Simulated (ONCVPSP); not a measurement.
## carbon ONCV: all-electron and pseudo phase curves

```
Element                 : carbon (C)
Generator               : ONCVPSP 4.0.1
Type                    : optimised norm-conserving Vanderbilt (ONCV)
Functional              : LDA (Perdew-Wang 92)
Relativity              : scalar-relativistic
Frozen core             : none
Valence charge          : 6
Reference configuration : 1s2 2s1 2p3
Partial waves           : 1s+2s: rc 0.45 bohr, ncon 4, nbas 7, qcut 26.7 1/bohr, 3 projectors, debl 1 Ha; 2p: rc 3.10 bohr, ncon 4, nbas 8, qcut 5.5 1/bohr, 3 projectors, debl 3.6 Ha
Local potential         : polynomial inside 0.30 bohr (lpopt 4, dvloc0 3 Ha)
Core correction         : none
```

The phase is arctan(r·R′/R) of the radial function R(r), unwrapped; energies in Ha, scanned from -11 to 5 Ha. A pole is an energy at which the radial function vanishes at the test radius. The pseudo phase is shifted by a multiple of π to meet the all-electron one at the reference energy, and phase errors are pseudo minus all-electron; the curves can meet again beyond the range given. Levels narrower than the energy grid can be missing from the lists of poles.

| channel | radius (bohr) | reference energy (Ha) | poles, all-electron | poles, pseudo | unbroken range about the reference energy with phases within 0.05 rad | phase error 1 Ha above the reference energy (rad) |
| --- | --- | --- | --- | --- | --- | --- |
| s | 0.46 | -0.52 | -5.30 | -5.30 | the whole range | -0.000 |
| p | 3.14 | -0.21 | -0.12, 1.41, 4.01 | -0.13, 1.51, 4.05 | -0.3 to -0.1 | -0.030 |

Phases in the s channel:

```
E (Ha)  all-electron  pseudo
-10.96        -1.046  -1.046
-10.08        -1.173  -1.173
 -9.20        -1.277  -1.277
 -8.32        -1.363  -1.363
 -7.44        -1.435  -1.435
 -6.56        -1.496  -1.496
 -5.68        -1.550  -1.550
 -4.80        -1.597  -1.597
 -3.92        -1.640  -1.641
 -3.04        -1.681  -1.681
 -2.16        -1.718  -1.718
 -1.28        -1.754  -1.754
 -0.40        -1.790  -1.790
  0.48        -1.825  -1.825
  1.36        -1.860  -1.860
  2.24        -1.896  -1.896
  3.12        -1.933  -1.934
  4.00        -1.973  -1.973
  4.88        -2.014  -2.015
```
